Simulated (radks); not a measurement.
Removal energies from the chromium ion Cr11+, [Ne] 3s2 3p1, by Delta-SCF beside the eigenvalue of the level emptied. All-electron calculation, scalar-relativistic Kohn-Sham, LDA (Slater exchange, Perdew-Wang correlation), spin-polarised, spherical densities, finite nucleus; Fermi nuclear charge, rms radius of each element as measured or else 0.836 A^(1/3) + 0.57 fm. Program: a radial shooting solver on a logarithmic mesh with Libxc functionals. Open shells are filled with parallel spins first.

removed from,final configuration,Delta-SCF (eV),-eigenvalue (eV)
3p,[Ne] 3s2,297.49,283.74
3s,[Ne] 3s1 3p1,323.47,310.89
2p,[He] 2s2 2p5 3s2 3p1,890.13,850.86
2s,[He] 2s1 2p6 3s2 3p1,988.61,953.90
